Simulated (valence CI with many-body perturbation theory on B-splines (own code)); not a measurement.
# Energy levels of Xe²³⁺

Calculated by valence CI with perturbative core correlation (CI+MBPT): three valence electrons over a frozen Dirac-Fock core [Ar] 3d10, a basis of 11 s, 11 p, 10 d, 8 f, 5 g, 2 h functions for each j, with the one-electron correlation potential Σ1 (screened to all orders), the two-electron term Σ2, the three-electron term Σ3, Breit, model QED; selected single and double excitations, second order for the rest, scaled by the run's own slope (own B-spline code, finite nucleus).

No measured spectrum was set against this ion. As an estimate, levels hold to about 250 cm⁻¹ or 0.2 % of their energy and the worst to 1 %, as in measured heavy ions of charge 2 to 7; those with d or f electrons hold less well.

Levels 46 to 90 of 179, with energies above the lowest level, (4s^2 4p1/2) J=1/2. "Leading %" is the weight of the configuration and term that name the level; weights of strongly mixed levels are sums over their largest components and can fall short. In the jj column 3d3/2^4 stands for four electrons in 3d with j = 3/2.

```tsv
No.	Configuration	Term	J	E (cm⁻¹)	Leading %	Second component	Leading jj
46	4p2 4d	2P	3/2	1791200	36	32 % 4p2 4d 4F	4p1/2 4p3/2 4d3/2 (92 %)
47	4p2 4d	2F	7/2	1791900	34	32 % 4p2 4d 2G	4p1/2 4p3/2 4d3/2 (83 %)
48	4p2 4d	4D	1/2	1794500	83	14 % 4p2 4d 2P	4p1/2 4p3/2 4d3/2 (98 %)
49	4p2 4d	4F	7/2	1809500	42	40 % 4p2 4d 4D	4p1/2 4p3/2 4d5/2 (96 %)
50	4p2 4d	2G	9/2	1827300	50	46 % 4p2 4d 4F	4p1/2 4p3/2 4d5/2 (93 %)
51	4p2 4d	4D	3/2	1837900	39	39 % 4p2 4d 2P	4p1/2 4p3/2 4d5/2 (79 %)
52	4p2 4d	4D	5/2	1839300	29	20 % 4p2 4d 4F	4p1/2 4p3/2 4d5/2 (76 %)
53	4p2 4d	2G	7/2	1864400	43	19 % 4p2 4d 2F	4p1/2 4p3/2 4d5/2 (63 %)
54	4p2 4d	2D	5/2	1867500	39	38 % 4p2 4d 4P	4p1/2 4p3/2 4d5/2 (49 %)
55	4p2 4d	4P	3/2	1871100	45	29 % 4p2 4d 2P	4p1/2 4p3/2 4d3/2 (74 %)
56	4p2 4d	4P	1/2	1875400	45	26 % 4p2 4d 2S	4p1/2 4p3/2 4d3/2 (84 %)
57	4p2 4d	2D	5/2	1897500	40	32 % 4p2 4d 2F	4p1/2 4p3/2 4d5/2 (43 %)
58	4p2 4d	2D	3/2	1917000	75	8 % 4p2 4d 2P	4p1/2 4p3/2 4d5/2 (75 %)
59	4p2 4d	2P	1/2	1921400	75	15 % 4p2 4d 2S	4p1/2 4p3/2 4d5/2 (74 %)
60	4p2 4d	4D	7/2	1945200	47	35 % 4p2 4d 2F	4p3/2^2 4d5/2 (91 %)
61	4p2 4d	4F	9/2	1951100	47	39 % 4p2 4d 2G	4p3/2^2 4d5/2 (85 %)
62	4p2 4d	2P	1/2	1959600	58	20 % 4p2 4d 4P	4p3/2^2 4d3/2 (48 %)
63	4p2 4d	2D	3/2	1968800	42	31 % 4p2 4d 4P	4p3/2^2 4d3/2 (87 %)
64	4p2 4d	2D	5/2	1972200	27	23 % 4p2 4d 4P	4p3/2^2 4d3/2 (67 %)
65	4p2 4d	2F	7/2	1987100	53	21 % 4s 4p 4f 2F	4p3/2^2 4d3/2 (57 %)
66	4s 4p 4f	4G	5/2	2010100	63	22 % 4s 4p 4f 4F	4s 4p1/2 4f5/2 (82 %)
67	4s 4p 4f	4G	7/2	2016400	38	33 % 4s 4p 4f 4F	4s 4p1/2 4f7/2 (69 %)
68	4p2 4d	2S	1/2	2024000	47	31 % 4p2 4d 4P	4p3/2^2 4d5/2 (52 %)
69	4s 4p 4f	4F	3/2	2024900	51	20 % 4s 4d2 4F	4s 4p1/2 4f5/2 (55 %)
70	4p2 4d	2P	3/2	2032200	45	22 % 4p2 4d 2D	4p3/2^2 4d5/2 (46 %)
71	4s 4p 4f	4G	9/2	2032500	34	30 % 4s 4p 4f 4F	4s 4p1/2 4f7/2 (78 %)
72	4s 4p 4f	4F	5/2	2033500	23	18 % 4p2 4d 2D	4s 4p1/2 4f5/2 (41 %)
73	4p2 4d	2D	5/2	2041400	66	8 % 4p2 4d 4D	4p3/2^2 4d5/2 (76 %)
74	4s 4p 4f	4D	7/2	2046400	36	26 % 4s 4p 4f 4G	4s 4p1/2 4f7/2 (61 %)
75	4p2 4d	2D	3/2	2063300	62	10 % 4s 4p 4f 2D	4p3/2^2 4d3/2 (39 %)
76	4p2 4d	2D	5/2	2071300	41	13 % 4p2 4d 2F	4p3/2^2 4d5/2 (67 %)
77	4s 4p 4f	2G	7/2	2074100	52	14 % 4s 4d2 2G	4s 4p1/2 4f7/2 (30 %)
78	4s 4p 4f	2F	5/2	2092900	36	18 % 4s 4p 4f 2D	4s 4p1/2 4f7/2 (45 %)
79	4s 4d2	4F	7/2	2104200	69	16 % 4s 4p 4f 4D	4s 4d3/2 4d5/2 (61 %)
80	4s 4d2	4F	3/2	2104700	70	12 % 4s 4p 4f 4F	4s 4d3/2^2 (50 %)
81	4s 4d2	4F	5/2	2104900	63	17 % 4s 4p 4f 4D	4s 4d3/2 4d5/2 (49 %)
82	4s 4d2	4F	9/2	2113100	59	18 % 4s 4p 4f 4G	4s 4d5/2^2 (59 %)
83	4s 4d2	4P	1/2	2126700	96		4s 4d3/2^2 (54 %)
84	4s 4d2	2G	9/2	2128000	44	23 % 4s 4p 4f 4G	4s 4d3/2 4d5/2 (42 %)
85	4s 4d2	4P	3/2	2134700	95		4s 4d3/2 4d5/2 (93 %)
86	4s 4d2	4P	5/2	2137900	74	14 % 4s 4d2 2D	4s 4d3/2 4d5/2 (67 %)
87	4s 4p 4f	4G	11/2	2150300	100		4s 4p3/2 4f7/2 (100 %)
88	4s 4d2	2G	7/2	2153400	38	21 % 4s 4p 4f 2G	4s 4p3/2 4f5/2 (24 %)
89	4s 4d2	2D	3/2	2157000	60	9 % 4s 4p 4f 4F	4s 4d5/2^2 (26 %)
90	4s 4d2	2D	5/2	2165200	33	21 % 4s 4d2 4P	4s 4d5/2^2 (47 %)
```
